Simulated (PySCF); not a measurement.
Molfile (atoms numbered from 1):
```
C5H10BNO2
     RDKit          3D

 19 19  0  0  0  0  0  0  0  0999 V2000
    3.3788   -0.3876   -0.8144 C   0  0  0  0  0  0  0  0  0  0  0  0
    2.7064    0.7884   -1.2901 N   0  0  0  0  0  0  0  0  0  0  0  0
    1.5134    1.0487   -0.9637 C   0  0  0  0  0  0  0  0  0  0  0  0
    0.5754    0.2468   -0.0901 C   0  0  2  0  0  0  0  0  0  0  0  0
   -0.0640   -0.9120   -0.8484 C   0  0  0  0  0  0  0  0  0  0  0  0
   -1.1245   -1.5650    0.0171 C   0  0  0  0  0  0  0  0  0  0  0  0
   -2.0439   -0.6181    0.5159 O   0  0  0  0  0  0  0  0  0  0  0  0
   -1.6735    0.6785    0.6730 B   0  0  0  0  0  0  0  0  0  0  0  0
   -0.4211    1.1297    0.3890 O   0  0  0  0  0  0  0  0  0  0  0  0
    4.3907   -0.1121   -0.4781 H   0  0  0  0  0  0  0  0  0  0  0  0
    2.8806   -0.9419    0.0037 H   0  0  0  0  0  0  0  0  0  0  0  0
    3.5180   -1.0844   -1.6582 H   0  0  0  0  0  0  0  0  0  0  0  0
    1.0522    1.9659   -1.3678 H   0  0  0  0  0  0  0  0  0  0  0  0
    1.1280   -0.1529    0.7804 H   0  0  0  0  0  0  0  0  0  0  0  0
    0.7003   -1.6469   -1.1430 H   0  0  0  0  0  0  0  0  0  0  0  0
   -0.5199   -0.5246   -1.7754 H   0  0  0  0  0  0  0  0  0  0  0  0
   -1.6907   -2.3164   -0.5549 H   0  0  0  0  0  0  0  0  0  0  0  0
   -0.6537   -2.0900    0.8678 H   0  0  0  0  0  0  0  0  0  0  0  0
   -2.4877    1.4669    1.0808 H   0  0  0  0  0  0  0  0  0  0  0  0
  1  2  1  0
  2  3  2  0
  3  4  1  0
  4  5  1  0
  5  6  1  0
  6  7  1  0
  7  8  1  0
  8  9  1  0
  9  4  1  0
  1 10  1  0
  1 11  1  0
  1 12  1  0
  3 13  1  0
  4 14  1  1
  5 15  1  0
  5 16  1  0
  6 17  1  0
  6 18  1  0
  8 19  1  0
M  END
```

How the numbers were obtained: coordinates at the PBE0-D3(BJ)/def2-SVP level, shielding tensors at PBE/pcSseg-1 (GIAO), in PySCF 2.14.0 with density-fitted response routines (relativity neglected, no solvent model, rapidly exchanging positions averaged, single conformer).

Referencing at the same level of theory: $^{13}$C and $^{1}$H against TMS; NH3 for $^{15}$N; H2O for $^{17}$O; $^{11}$B vs BF3·OEt2.

```tsv
atoms	nucleus	count	δ (ppm)
O7	$^{17}$O	1	146.7
H18	$^{1}$H	1	4.14
H17	$^{1}$H	1	4.08
N2	$^{15}$N	1	?
C3	$^{13}$C	1	172.0
H14	$^{1}$H	1	5.07
H13	$^{1}$H	1	7.74
C1	$^{13}$C	1	?
H15	$^{1}$H	1	?
C4	$^{13}$C	1	68.4
C5	$^{13}$C	1	31.6
C6	$^{13}$C	1	64.2
O9	$^{17}$O	1	?
H10/H11/H12	$^{1}$H	3	3.48
B8	$^{11}$B	1	21.8
H16	$^{1}$H	1	1.50
H19	$^{1}$H	1	?
```

Question: Complete the table.

Answer: 
- C1: 42.4 ppm, methyl carbon bonded to N; pulled downfield by the heteroatom
- H19: 4.27 ppm, hydrogen on a boron bonded to 2 O, in a 6-membered ring
- H15: 1.57 ppm, hydrogen on an sp3 CH2 in a ring
- N2: 373.9 ppm, imine nitrogen
- O9: 159.4 ppm, oxygen bonded to C, B, in a 6-membered ring

Hydrogens on boron are broadened and split by $^{11}$B (spin 3/2, 80 %) and 10B (spin 3). Shifts are as computed. Against solution values, carbons near 30 ppm lie about +2 ppm off and those near 130 ppm about +2 ppm. Of 1211 compounds with measured shifts, 218 miss one by over three times the rms of a fit or turn the order of signals round; such compounds aren't used in these exercises. Experimental scales use liquid or dissolved standards, which lie at an offset from isolated NH3 (liquid NH3: subtract about 20 ppm) and H2O (liquid H2O: subtract about 36 ppm). Unscaled 15N shifts of sp2 nitrogen come out 20 to 40 ppm too high even then.
